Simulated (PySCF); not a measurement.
H₃Sb, triplet, at a GFN2-xTB geometry (a higher spin typed on purpose: for a closed-shell molecule this is an excited state) (core potentials on Sb). Base run: PySCF with PBE/def2-TZVP.

Here is a job for PySCF.
```python
from pyscf import gto, scf, dft, solvent

mol = gto.Mole()
mol.atom = '''
    Sb   -0.030782    0.005181    0.003938
    H    -0.349446   -1.917699    0.037582
    H     0.289149    1.927847   -0.029869
    H     1.630193   -0.274369   -0.208539
'''
mol.basis = 'def2-tzvp'
mol.ecp = {'Sb': 'def2-tzvp'}
mol.charge = 0
mol.spin = 2
mol.verbose = 3
mol.build()

mf = dft.UKS(mol)
mf.xc = 'pbe'
mf.kernel()
```

Each row names what was changed in the base input (with any setting that the change needs).

| change | ΔE vs base (kJ/mol) | dipole (D) |
|---|---|---|
| base | 0.00 | 0.23 |
| model = IEF-PCM; solvent = chloroform | -0.87 | 0.26 |
| model = IEF-PCM; solvent = chloroform; vdw_scale = 1.4 | -0.42 | 0.25 |
| model = IEF-PCM; solvent = chloroform; lebedev_order = 11 | -1.01 | 0.25 |
| model = IEF-PCM; solvent = chloroform; vdw_scale = 1.1 | -1.70 | 0.27 |
| model = SS(V)PE; solvent = chloroform | -0.87 | 0.26 |
| model = IEF-PCM; solvent = dichloromethane | -1.02 | 0.27 |
| model = ddCOSMO; solvent = chloroform | -1.73 | 0.31 |
| model = IEF-PCM; solvent = methanol | -1.16 | 0.28 |
| model = C-PCM; solvent = chloroform | -0.93 | 0.27 |
| model = IEF-PCM; solvent = chloroform; lebedev_order = 41 | -0.86 | 0.26 |
| model = IEF-PCM; solvent = chloroform; r_probe = 0.5 | -0.43 | 0.26 |

The base is the gas phase, so ΔE is the electrostatic part of solvation at a fixed geometry, without cavity and dispersion terms.

Open shells are given as the SCF converged; they aren't shown to be the lowest states, and a large step between rows can be another state.
